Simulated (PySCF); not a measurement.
PySCF 2.14 output of an unrestricted HSE06 calculation on a single atom or ion in def2-QZVPPD, with no relativity, point nucleus:

```
SCF conv_tol = 1e-09
number electrons alpha = 9  beta = 6
    J. Heyd, G. E. Scuseria, and M. Ernzerhof.,  J. Chem. Phys. 118, 8207 (2003)
    J. Heyd, G. E. Scuseria, and M. Ernzerhof.,  J. Chem. Phys. 124, 219906 (2006)
    A. V. Krukau, O. A. Vydrov, A. F. Izmaylov, and G. E. Scuseria.,  J. Chem. Phys. 125, 224106 (2006)
cycle= 1 E= -341.16221431029  delta_E= -0.00517  |g|= 0.0108  |ddm|= 0.106
cycle= 2 E= -341.16225144007  delta_E= -3.71e-05  |g|= 0.00286  |ddm|= 0.0175
cycle= 3 E= -341.162256937436  delta_E= -5.5e-06  |g|= 0.00131  |ddm|= 0.00562
cycle= 4 E= -341.162257391407  delta_E= -4.54e-07  |g|= 0.000106  |ddm|= 0.00106
cycle= 5 E= -341.162257392636  delta_E= -1.23e-09  |g|= 5.25e-06  |ddm|= 6.8e-05
cycle= 6 E= -341.162257392653  delta_E= -1.75e-11  |g|= 3.62e-07  |ddm|= 1.1e-05
converged SCF energy = -341.162257392653  <S^2> = 3.7503708  2S+1 = 4.0001854
```

The run itself started from symmetry-adapted Hartree-Fock orbitals and held the occupation by maximum overlap, on a logarithmic radial grid, so the iterations belong to that start.

Task: Which element, charge and spin multiplicity is this?

Result: P (phosphorus, neutral), multiplicity 4; the state was [Ne] 3s2 3p3, high-spin 4S determinant.
